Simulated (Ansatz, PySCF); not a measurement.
Gas-phase reaction in SMILES: [GeH3] (GeH3) -> [GeH3-] (an electron is taken up)
Each molecule is optimised on its own at B3LYP-D3(BJ)/def2-TZVP (Ansatz, a program for electronic structure).

Quantity: adiabatic electron affinity (0 K, with B3LYP-D3(BJ) harmonic zero-point energies from PySCF), positive where the reaction releases energy, in eV. Valence correlation only, unless marked. UHF or UKS for open shells. Spin-orbit coupling is left out. Frozen are the shells of the preceding noble gas and the d and f shells that filled before the atom's block. No relativistic terms. Anions need diffuse functions: aug- sets have them; def2-D sets add few; the other sets have none. Basis-set limits of correlation are two-point, X^-3; Hartree-Fock from the larger set.

```csv
level,program,adiabatic electron affinity (eV)
HF/def2-TZVPP,Ansatz,0.32
```

**Question.** Predict the CCSD(T)/CBS(aug-cc-pVTZ,aug-cc-pVQZ) result (Ansatz).

**Answer.** 1.57 eV
